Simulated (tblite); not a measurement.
C4H3N2Si (doublet state).
InChI=1S/C4H3N2Si/c5-1-4-2-7(4)3-6/h4H,2H2/t4-/m1/s1

All values are computed: GFN2-xTB (tblite) harmonic vibrations without scaling, gas phase. This tight-binding method is rough: wavenumbers can miss measured ones by several per cent, in bad cases by 10 to 20. Open shells enter through the occupations alone, without spin polarisation, and single modes of such species can be off by tens of per cent.

Harmonic wavenumbers (cm⁻¹): 59.3, 76.2, 140.0, 196.7, 270.9, 318.8, 433.3, 522.2, 586.3, 623.2, 695.2, 746.0, 866.6, 899.0, 1030.8, 1051.7, 1091.6, 1252.7, 1419.5, 2279.1, 2366.1, 3014.8, 3044.3, 3065.6.

A = 7038, B = 1106, C = 1047 MHz; mass 107.007 u (most abundant isotopes); point group C1, symmetry number 1; spin multiplicity 2.

Problem. Zero-point energy?

Solution. ½Σν̃ = 13025 cm⁻¹ = 37.24 kcal/mol.

Problem. Entropy at 273.15 K, 1 bar (ideal gas, RRHO, classical rotation)?

Solution. Translation 39.51, rotation 27.81, vibration 18.17, spin (R ln 2) 1.38: S = 86.9 cal/(mol K).

Problem. And Cp and H(273.15 K) − H(0)?

Solution. Cp = 26.16 cal/(mol K), of which vibrations give 18.22 (their classical limit is 24 R = 47.7); H(273.15 K) − H(0) = 4.78 kcal/mol without the zero-point energy, 2.61 from vibrations.

Problem. Which modes carry the vibrational entropy at 273.15 K?

Solution. 59.3 cm⁻¹: 4.31; 76.2 cm⁻¹: 3.81; 140.0 cm⁻¹: 2.64; 196.7 cm⁻¹: 2.00; 270.9 cm⁻¹: 1.44; 318.8 cm⁻¹: 1.18 cal/(mol K); the other 18 give 2.79 together.

Problem. Blend soft modes into free rotors: weight 1/[1 + (100 cm⁻¹/ν̃)⁴] for the oscillator and the rest for a rotor with moment μB/(μ + B), μ = h/(8π²ν), B = 10⁻⁴⁴ kg m². What vibrational entropy results?

Solution. 16.65 cal/(mol K) in place of 18.17, which changes −T·S at 273.15 K by +0.41 kcal/mol.

Hindered rotation and anharmonicity are outside this model. The structure is chiral; the term R ln 2 for an equal mix with its mirror image is left out.
